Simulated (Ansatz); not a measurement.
Mulliken charges of CHClFNO2Zr, SMILES `O=C=[N][Zr]([OH])([F])[Cl]` from PBE/def2-TZVPP in Ansatz (PBE0-D4/def2-TZVP geometry).

```json
{"atom": "O1", "x (Å)": "-1.986", "y (Å)": "-2.654", "z (Å)": "1.316", "charge (e)": "-0.156"}
{"atom": "C2", "x (Å)": "-1.286", "y (Å)": "-1.780", "z (Å)": "1.004", "charge (e)": "0.122"}
{"atom": "N3", "x (Å)": "-0.561", "y (Å)": "-0.874", "z (Å)": "0.684", "charge (e)": "-0.379"}
{"atom": "Zr4", "x (Å)": "0.616", "y (Å)": "0.651", "z (Å)": "0.042", "charge (e)": "1.297"}
{"atom": "O5", "x (Å)": "0.090", "y (Å)": "1.167", "z (Å)": "-1.698", "charge (e)": "-0.462"}
{"atom": "F6", "x (Å)": "0.415", "y (Å)": "2.126", "z (Å)": "1.215", "charge (e)": "-0.331"}
{"atom": "Cl7", "x (Å)": "2.860", "y (Å)": "-0.048", "z (Å)": "0.025", "charge (e)": "-0.293"}
{"atom": "H8", "x (Å)": "-0.149", "y (Å)": "1.412", "z (Å)": "-2.588", "charge (e)": "0.202"}
```

Q: By hand: the dipole of these point charges (1 e Å = 4.8032 D).

A: Σ q r = (0.117, 0.429, -0.435) e Å, of length 0.622 e Å = 2.99 D.

Q: How does the dipole of the full density compare? (Best estimate.)

A: The calculation gave: (-0.129, 0.268, -0.545) e Å, 2.98 D; the point charges give 1.00 times that, at 29° from its direction.

Point charges leave out the atoms' own dipoles, such as those of lone pairs, and Mulliken's split depends on the basis, so the two needn't agree.
